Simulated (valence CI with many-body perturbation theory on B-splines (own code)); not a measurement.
Ce LIV: calculated level list

Level of theory: relativistic CI+MBPT: three valence electrons over a frozen Dirac-Fock core [He], a basis of 11 s, 11 p, 9 d, 7 f, 5 g, 2 h, 1 i functions for each j, with the one-electron correlation potential Σ1 (screened to all orders), the two-electron term Σ2, the three-electron term Σ3, Breit, model QED; selected single and double excitations, second order for the rest (own B-spline code, finite nucleus).

The last digits are not significant, and no measured levels were compared; by estimate large intervals hold to a few tenths of a per cent, small ones and those within an open d or f shell to about a per cent.

Levels 46 to 90 of 102, with energies above the lowest level, (2s^2 2p1/2) J=1/2. "Leading %" is the weight of the configuration and term that name the level; weights of strongly mixed levels are sums over their largest components and can fall short. In the jj column 3d3/2^4 stands for four electrons in 3d with j = 3/2. Lifetimes count E1, E2, E3, M1 and M2 decay at the calculated energies, and are blank where another channel may lead or the interval is too uncertain; long ones can be off by a factor of two.

| No. | Configuration | Term | J | E (eV) | Leading % | Lifetime | Leading jj |
| --- | --- | --- | --- | --- | --- | --- | --- |
| 46 | 2s 2p 3p | 4P | 3/2 | 6766.5 | 47 | 17.1 fs | 2s 2p3/2 3p1/2 (100 %) |
| 47 | 2s 2p 3p | 2D | 5/2 | 6769.1 | 43 | 6.87 fs | 2s 2p3/2 3p1/2 (99 %) |
| 48 | 2s 2p 3s | 2P° | 1/2 | 6772.3 | 91 | 8.13 fs | 2s 2p3/2 3s (99 %) |
| 49 | 2s 2p 3s | 2P° | 3/2 | 6776.4 | 84 | 16.8 fs | 2s 2p3/2 3s (98 %) |
| 50 | 2s 2p 3p | 2P | 1/2 | 6834.5 | 52 | 7.36 fs | 2s 2p3/2 3p1/2 (98 %) |
| 51 | 2s 2p 3p | 2D | 3/2 | 6836.0 | 62 | 9.83 fs | 2s 2p3/2 3p1/2 (98 %) |
| 52 | 2p2 3s | 4P | 3/2 | 6890.7 | 41 | 10.6 fs | 2p1/2 2p3/2 3s (56 %) |
| 53 | 2s 2p 3p | 4D | 7/2 | 6896.2 | 100 | 1.17 ps | 2s 2p3/2 3p3/2 (100 %) |
| 54 | 2p2 3s | 2P | 1/2 | 6897.5 | 46 | 7.34 fs | 2p1/2 2p3/2 3s (68 %) |
| 55 | 2p2 3s | 2D | 5/2 | 6903.4 | 36 | 9.32 fs | 2p1/2 2p3/2 3s (57 %) |
| 56 | 2p2 3s | 4P | 3/2 | 6907.4 | 48 | 11.3 fs | 2p1/2 2p3/2 3s (61 %) |
| 57 | 2p2 3s | 2D | 3/2 | 6925.7 | 49 | 10.2 fs | 2p1/2 2p3/2 3s (79 %) |
| 58 | 2s 2p 3p | 4P | 5/2 | 6929.3 | 35 | 12.6 fs | 2s 2p3/2 3p3/2 (61 %) |
| 59 | 2s 2p 3p | 2S | 1/2 | 6933.1 | 30 | 4.44 fs | 2s 2p3/2 3p3/2 (68 %) |
| 60 | 2p2 3p | 4P° | 1/2 | 6940.1 | 37 | 1.73 fs | 2p1/2 2p3/2 3p1/2 (75 %) |
| 61 | 2p2 3p | 4D° | 3/2 | 6943.4 | 33 | 1.43 fs | 2p1/2 2p3/2 3p1/2 (59 %) |
| 62 | 2s 2p 3d | 4D° | 5/2 | 6947.5 | 36 | 1.40 fs | 2s 2p3/2 3d3/2 (80 %) |
| 63 | 2s 2p 3d | 4F° | 7/2 | 6956.8 | 48 | 1.90 fs | 2s 2p3/2 3d3/2 (89 %) |
| 64 | 2s 2p 3d | 4P° | 3/2 | 6963.2 | 27 | 4.52 fs | 2s 2p3/2 3d3/2 (59 %) |
| 65 | 2s 2p 3d | 4P° | 1/2 | 6963.8 | 65 | 4.24 fs | 2s 2p3/2 3d3/2 (75 %) |
| 66 | 2p2 3p | 2F° | 5/2 | 6966.3 | 39 | 5.37 fs | 2p1/2 2p3/2 3p1/2 (79 %) |
| 67 | 2s 2p 3p | 2D | 5/2 | 6973.4 | 74 | 9.05 fs | 2s 2p3/2 3p3/2 (95 %) |
| 68 | 2s 2p 3d | 4F° | 9/2 | 6977.5 | 100 | 40.1 ps | 2s 2p3/2 3d5/2 (100 %) |
| 69 | 2s 2p 3p | 2P | 3/2 | 6986.2 | 58 | 9.60 fs | 2s 2p3/2 3p3/2 (96 %) |
| 70 | 2s 2p 3p | 2S | 1/2 | 6988.4 | 62 | 186 fs | 2s 2p3/2 3p3/2 (99 %) |
| 71 | 2p2 3p | 2P° | 3/2 | 6994.4 | 39 | 4.16 fs | 2p1/2 2p3/2 3p1/2 (94 %) |
| 72 | 2s 2p 3d | 2D° | 5/2 | 6996.7 | 45 | 2.08 fs | 2s 2p3/2 3d5/2 (99 %) |
| 73 | 2s 2p 3d | 2D° | 3/2 | 6999.1 | 46 | 2.57 fs | 2s 2p3/2 3d5/2 (73 %) |
| 74 | 2s 2p 3d | 2F° | 7/2 | 7005.7 | 60 | 1.20 fs | 2s 2p3/2 3d5/2 (88 %) |
| 75 | 2s 2p 3d | 2P° | 1/2 | 7019.6 | 69 | 1.38 fs | 2s 2p3/2 3d5/2 (83 %) |
| 76 | 2s 2p 3d | 2F° | 5/2 | 7025.8 | 68 | 1.89 fs | 2s 2p3/2 3d3/2 (96 %) |
| 77 | 2s 2p 3d | 2D° | 3/2 | 7030.9 | 60 | 1.43 fs | 2s 2p3/2 3d3/2 (76 %) |
| 78 | 2s 2p 3d | 2P° | 1/2 | 7034.6 | 92 | 1.92 fs | 2s 2p3/2 3d3/2 (84 %) |
| 79 | 2s 2p 3d | 2F° | 7/2 | 7055.4 | 75 | 4.82 fs | 2s 2p3/2 3d5/2 (96 %) |
| 80 | 2s 2p 3d | 2D° | 5/2 | 7068.8 | 63 | 1.20 fs | 2s 2p3/2 3d5/2 (96 %) |
| 81 | 2s 2p 3d | 2P° | 3/2 | 7071.4 | 76 | 1.72 fs | 2s 2p3/2 3d5/2 (98 %) |
| 82 | 2p2 3p | 4D° | 5/2 | 7093.0 | 51 | 5.63 fs | 2p1/2 2p3/2 3p3/2 (98 %) |
| 83 | 2p2 3p | 2P° | 1/2 | 7097.5 | 35 | 5.66 fs | 2p1/2 2p3/2 3p3/2 (99 %) |
| 84 | 2p2 3p | 2D° | 3/2 | 7103.2 | 52 | 5.54 fs | 2p1/2 2p3/2 3p3/2 (98 %) |
| 85 | 2p2 3p | 2F° | 7/2 | 7110.0 | 61 | 6.54 fs | 2p1/2 2p3/2 3p3/2 (97 %) |
| 86 | 2p2 3p | 2P° | 3/2 | 7121.0 | 36 | 5.58 fs | 2p1/2 2p3/2 3p3/2 (99 %) |
| 87 | 2p2 3p | 2D° | 5/2 | 7130.6 | 62 | 5.54 fs | 2p1/2 2p3/2 3p3/2 (98 %) |
| 88 | 2p2 3d | 4F | 3/2 | 7137.4 | 43 | 5.68 fs | 2p1/2 2p3/2 3d3/2 (99 %) |
| 89 | 2p2 3d | 4F | 5/2 | 7138.7 | 54 | 15.2 fs | 2p1/2 2p3/2 3d3/2 (98 %) |
| 90 | 2p2 3d | 4D | 1/2 | 7141.5 | 80 | 10.8 fs | 2p1/2 2p3/2 3d3/2 (100 %) |
